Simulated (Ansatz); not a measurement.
FH$_{5}$O$_{2}$Si$_{2}$ (`O[SiH2][SiH](O)F`), relaxed with RKS PBE0-D4/def2-TZVP in the Gaussian-basis code of Ansatz from a PBE-D4/def2-SVP geometry. The force threshold is 0.005 eV/Å; the program also tests the step.

The species carries charge 0 and has multiplicity 1.

Start:

```xyz
10

O    -0.320   -0.291    2.001
Si   -0.566   -1.185    0.594
Si    0.264    0.291   -1.048
O     0.513    1.599   -0.008
F     1.702   -0.181   -1.690
H     0.006    0.605    1.770
H    -2.022   -1.500    0.367
H     0.189   -2.485    0.632
H    -0.573    0.702   -2.231
H     0.807    2.445   -0.389
```

```csv
step,energy (eV),largest force (eV/Å),largest move (Å)
1,-22641.8032,1.019,0.000
2,-22641.8727,0.894,0.078
3,-22641.9002,0.282,0.082
4,-22641.9072,0.128,0.035
5,-22641.9095,0.110,0.026
6 (rejected),-22641.9074,0.421,0.043
7,-22641.9115,0.042,0.021
8,-22641.9123,0.028,0.038
9,-22641.9123,0.014,0.008
10,-22641.9126,0.009,0.033
11 (rejected),-22641.9099,0.288,0.139
12,-22641.9126,0.015,0.004
13,-22641.9128,0.003,0.018
14 (rejected),-22641.9095,0.261,0.146
15,-22641.9132,0.054,0.072
16,-22641.9133,0.034,0.009
17,-22641.9134,0.050,0.019
18,-22641.9135,0.039,0.007
19,-22641.9136,0.021,0.014
20,-22641.9137,0.023,0.017
21,-22641.9137,0.020,0.013
22,-22641.9137,0.010,0.007
23,-22641.9137,0.005,0.004
```

End:

```xyz
10

O    -0.180   -0.494    2.060
Si   -0.550   -1.147    0.589
Si    0.316    0.318   -1.033
O     0.443    1.707   -0.160
F     1.765   -0.131   -1.553
H    -0.009    0.451    2.057
H    -2.023   -1.271    0.395
H     0.041   -2.506    0.517
H    -0.477    0.548   -2.271
H     0.674    2.526   -0.602
```

Hardware: 4 threads of an Intel Xeon on a shared host. Wall time 58 s, peak host memory 0.54 GiB.
